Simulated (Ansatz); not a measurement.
The cluster Al3Sb3⁺ was relaxed with PBE0-D4 (def2-SVP) in Ansatz in these states: charge +1 doublet, charge +1 quartet. The geometries follow in no particular order.

In the def2 sets Sb takes a core potential; there is no spin–orbit coupling.

A:

Cartesian coordinates in Å:
```
Al -0.779 1.407 0.612
Al 1.147 0.246 -1.181
Al -0.465 -1.460 0.545
Sb -1.170 -0.139 2.599
Sb 1.556 -2.301 -0.855
Sb -0.289 2.247 -1.719
```

B:

Cartesian coordinates in Å:
```
Al -1.038 0.328 1.147
Al -0.037 0.813 -1.356
Al 1.074 -1.142 0.208
Sb 0.073 -1.534 2.567
Sb 1.964 -0.619 -2.169
Sb -2.038 2.154 -0.397
```

**Question.** Judge from the bond lengths which geometry belongs to which state (an estimate).

**Answer.** A is the charge +1 doublet (Al1–Al3 2.884 Å, Al1–Al2 2.876 Å, Al2–Sb6 2.521 Å); B is the charge +1 quartet (Al1–Al3 2.740 Å, Al1–Al2 2.740 Å, Al2–Sb6 2.592 Å).

At PBE0-D4/def2-SVP the charge 1 doublet is spin-contaminated (final ⟨S²⟩ up to 0.86, 0.75 for a pure state). At PBE0-D4/def2-TZVP a doublet lies 0.21 eV below the charge +1 quartet. These are the stationary points nearest to one start from a short search; other shapes may lie lower in each state.
